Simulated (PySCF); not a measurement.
**Ce⁴⁶⁺: ionisation energy**

Ce⁴⁶⁺ [Ne] 3s2 (1S) → Ce⁴⁷⁺ [Ne] 3s1 (2S), as a difference of total energies. Calculation: PySCF 2.14, in an even-tempered Gaussian basis (18 s from 10 bohr⁻², ratio 2.5; 12 p from 13 bohr⁻², ratio 2.5; 4 d from 48 bohr⁻², ratio 2.7; 4 f from 72 bohr⁻², ratio 2.7); the spin-free X2C one-electron Hamiltonian (Gaussian nucleus). Correlated levels: outer shells: 1s2 frozen; virtual orbitals above 40 to 60 times the deepest correlated orbital energy dropped. The calculations carry no spin-orbit coupling.

```
                method  ionisation energy (eV)
                   UHF                  3865.6
                   LDA                  3870.1
                   PBE                  3872.8
                  PBE0                  3871.3
                r2SCAN                  3865.4
                   M06                  3869.2
                  BP86                  3872.1
    MP2 (outer shells)                  3869.1
SCS-MP2 (outer shells)                  3869.5
```

Problem. How much does correlation contribute at MP2 (outer shells)?

Solution. 3869.1 − (3865.6) = 3.5 eV, measured against UHF.

Breit and QED terms and the two-electron picture change are absent.

For comparison: 3865 ± 4 eV (theoretical estimate listed by NIST; NIST Atomic Spectra Database, ionization energies).
